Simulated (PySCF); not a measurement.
This PySCF input asks for the NMR shieldings of `C(CS(CC=C)(=O)=O)=C`, C$_{6}$H$_{10}$O$_{2}$S; the geometry comes from PBE0-D3(BJ)/def2-SVP.

```python
import basis_set_exchange as bse
import numpy as np
from pyscf import gto, dft
from pyscf.prop import nmr

atoms = """
C    -2.886967   -0.342904    1.206062
C    -2.322181   -0.439065    0.000883
C    -1.206445   -1.363042   -0.334686
S     0.267911   -0.482369   -0.905759
O     1.257544   -1.484906   -1.283600
O    -0.177884    0.527126   -1.865941
C     0.860108    0.388398    0.567965
C     1.920755    1.355300    0.169529
C     3.207017    1.220546    0.491904
H    -2.563690   -0.969003    2.044169
H    -3.703530    0.358425    1.394445
H    -2.660545    0.201840   -0.820131
H    -1.427295   -1.995930   -1.210470
H    -0.897577   -2.012834    0.497294
H     1.227587   -0.384059    1.258425
H    -0.025705    0.888368    0.990974
H     1.588998    2.197887   -0.445566
H     3.564037    0.375452    1.088541
H     3.950673    1.952392    0.167556
"""
names = dict.fromkeys(["C", "S", "O", "H"], "pcSseg-1")
basis = {el: gto.basis.parse(bse.get_basis(n, elements=[el], fmt="nwchem")) for el, n in names.items()}
mol = gto.M(atom=atoms, basis=basis, charge=0, verbose=0)
mf = dft.RKS(mol, xc="PBE0")
mf.grids.level = 2
mf.grids.alignment = dft.numint.BLKSIZE   # the property module wants whole blocks of grid points
mf.conv_tol = 1e-9
mf.kernel()

calc = nmr.RKS(mf)   # GIAO
C = mf.mo_coeff
Co = C[:, mf.mo_occ > 0]
resp = mf.gen_response(singlet=True, hermi=2)
def vind(x):   # induced exchange potential for any number of trial vectors
    d = np.einsum("pi,xij,qj->xpq", C, 2 * x.reshape(-1, C.shape[1], Co.shape[1]), Co, optimize=True)
    return np.einsum("xpq,pi,qj->xij", resp(d - d.transpose(0, 2, 1)), C, Co, optimize=True).ravel()
mo1, _ = nmr.rhf.solve_mo1(calc, with_cphf=vind)
sigma = calc.kernel(mo1)
for i, s in enumerate(sigma):   # ppm
    print("%2d %-2s %9.2f" % (i, mol.atom_pure_symbol(i), np.trace(s) / 3))
```

Q: Give the expected output.

A: 
```
 0 C      54.18
 1 C      45.13
 2 C     119.55
 3 S     188.94
 4 O     109.23
 5 O     121.27
 6 C     125.50
 7 C      51.97
 8 C      49.90
 9 H      25.74
10 H      25.58
11 H      24.97
12 H      27.62
13 H      28.06
14 H      28.62
15 H      27.35
16 H      25.06
17 H      25.53
18 H      25.41
```

These numbers come from an equivalent density-fitted implementation of the same equations, which agrees with the script to about 0.01 ppm for H and up to a few tenths of a ppm for heavy atoms, so last digits may differ.

Q: Turn these shieldings into chemical shifts. Chemical shifts δ = σref − σ; 13C (σref 184.41), 1H (σref 31.27) vs TMS; 33S (σref 495.66) against CS2; 17O (σref 334.56) against H2O, all at this level.

A: Averaging equivalent atoms: C 1/7: 135.9; C 0/8: 132.4; C 2/6: 61.9; S 3: 307; O 4/5: 219.3; H 11/16: 6.26; H 10/18: 5.77; H 9/17: 5.64; H 12/13/14/15: 3.35 ppm. Experimental scales use liquid or dissolved standards, which lie at an offset from isolated H2O (liquid H2O: subtract about 36 ppm).

Size and cost of the density-fitted run: 210 basis functions, 52 s wall time on 1 thread of an Arm Neoverse V1, shared host.
